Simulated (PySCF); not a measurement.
Molecule: `[SiH2]1[C@H](F)C1`, C2H5FSi.

Atoms are numbered as in `[F:1][C@@H:2]1[CH2:3][SiH2:4]1`. Each H is labelled by its parent atom. Ha(C3), Ha(Si4) are cis to F1 on the ring; Hb(C3), Hb(Si4) are trans to F1 on the ring.

Geometry PBE0-D3(BJ)/def2-SVP throughout; GIAO in PySCF, gas phase, one conformer, non-relativistic; equivalent atoms averaged; functional PBE0.

For orientation, 6-31G* gives these absolute shieldings σ: F1 432.2, C2 126.5, C3 191.7, Si4 522.1, H(C2) 26.91, Ha(Si4) 28.77, Hb(Si4) 29.13, Ha(C3) 30.95, Hb(C3) 30.81 ppm.

A run gave: F1 438.0, C2 125.8, C3 192.8, Si4 528.8, H(C2) 26.72, Ha(Si4) 28.30, Hb(Si4) 28.62, Ha(C3) 30.53, Hb(C3) 30.38 ppm (absolute shieldings σ).

**Question.** Which basis set was used in that run?
A. def2-TZVP
B. pcSseg-2
C. def2-SVP
D. 6-31G

**Answer.** C. Si4 tells them apart best: def2-SVP gives 528.8, pcSseg-2 gives 479.6, 6-31G gives 554.8, def2-TZVP gives 472.5 ppm.
